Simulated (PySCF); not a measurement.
Geometry (Å), atoms numbered from 1 in this order:
```xyz
7

Si    0.014   -0.015   -0.010
Cl    0.003   -0.022    2.233
Cl    0.025   -0.006   -2.254
Cl    2.256    0.004    0.002
Cl   -2.230   -0.034   -0.022
Cl   -0.007    2.229    0.003
Cl    0.032   -2.258   -0.021
```

Total charge -2.

Geometry: PBE0-D3(BJ)/def2-SVP; GIAO absolute shieldings from PySCF 2.14.0 with density-fitted response routines, gas phase, non-relativistic, averaged over equivalent atoms.

At KT2/pcSseg-1 (168 basis functions, 21 s wall time on 1 thread of an Arm Neoverse V1, shared host):
| atoms | σ (ppm) |
| --- | --- |
| Si1 | 483.6 |
| Cl2/Cl3/Cl4/Cl5/Cl6/Cl7 | 544.1 |

Predict the values at PBE0/pcSseg-1 on the same geometry.

## Answers


| atoms | σ at PBE0/pcSseg-1 | change |
| --- | --- | --- |
| Si1 | 490.0 | +6.4 |
| Cl2/Cl3/Cl4/Cl5/Cl6/Cl7 | 596.1 | +52.0 |

The largest change is at Cl2/Cl3/Cl4/Cl5/Cl6/Cl7 (chlorine bonded to Si). Cost: 168 basis functions, 27 s wall time on 1 thread of an Arm Neoverse V1, shared host.
